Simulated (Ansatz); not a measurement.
One change: `C=CC[O][AlH2]` becomes `C=CCCF`.

Ansatz, PBE0-D4/def2-TZVP geometries, multiplicity 1. Each molecule was computed in one conformer, which needn't be the lowest.

```tsv
property	`C=CC[O][AlH2]`
HOMO energy (PBE0/def2-TZVPP) / eV	-7.71
LUMO energy (B3LYP/def2-TZVPP) / eV	-1.20
LUMO energy (ωB97M-V/def2-TZVPP) / eV	0.60
HOMO energy (B3LYP/def2-TZVPP) / eV	-7.49
HOMO–LUMO gap (ωB97M-V/def2-TZVPP) / eV	10.59
size of the dipole moment (B3LYP/def2-TZVPP) / D	0.81
```

Question: Give the same properties after the change, and the shifts. (Best estimate.)

Answer: The calculation gave: 
```csv
property,`C=CCCF`,shift
HOMO energy (PBE0/def2-TZVPP) / eV,-7.60,0.11
LUMO energy (B3LYP/def2-TZVPP) / eV,-0.11,1.09
LUMO energy (ωB97M-V/def2-TZVPP) / eV,2.20,1.60
HOMO energy (B3LYP/def2-TZVPP) / eV,-7.38,0.11
HOMO–LUMO gap (ωB97M-V/def2-TZVPP) / eV,12.07,1.48
size of the dipole moment (B3LYP/def2-TZVPP) / D,1.67,0.86
```

With PBE0 the HOMO rises by 0.11 eV and the LUMO rises by 1.12 eV, so the gap widens by about 1.01 eV. PBE moves the HOMO by 0.06 eV and ωB97M-V by 0.12 eV. Dipoles are sizes alone; their direction can turn.

B3LYP here is the variant with VWN-RPA as its local correlation; programs differ in this.
